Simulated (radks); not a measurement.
Results of a calculation; reference values are marked as such.
These are the eigenvalues of the occupied orbitals of an atom or ion with whole-number occupations (eV). Level of theory: scalar-relativistic Kohn-Sham, BLYP, spin-polarised, spherical densities, finite nucleus; Fermi nuclear charge, rms radius of each element as measured or else 0.836 A^(1/3) + 0.57 fm (a radial shooting solver on a logarithmic mesh with Libxc functionals).

1s up: -21033.50
1s down: -21033.03
2s up: -3138.514
2s down: -3138.241
2p up: -2826.494
2p down: -2826.057
3s up: -674.7917
3s down: -674.2670
3p up: -572.2949
3p down: -571.7041
3d up: -406.6289
3d down: -406.0126
4s up: -215.8053
4s down: -212.4369
4p up: -184.6308
4p down: -181.2854

Which element is it, and in what charge state? The configuration may be excited. Open shells, if any, are filled with parallel spins first.

Answer. Z = 43, technetium, charge +9: Tc9+ in [Ar] 3d10 4s2 4p4. The list shows which subshells hold electrons but not how many an open one holds; the 1s level, -772.97 hartree, gives Z - s = 39.3 by -(Z - s)^2/2, which with screening and relativity narrows Z to a few neighbours, and the depths of the outer levels then fix element, charge and occupations together.
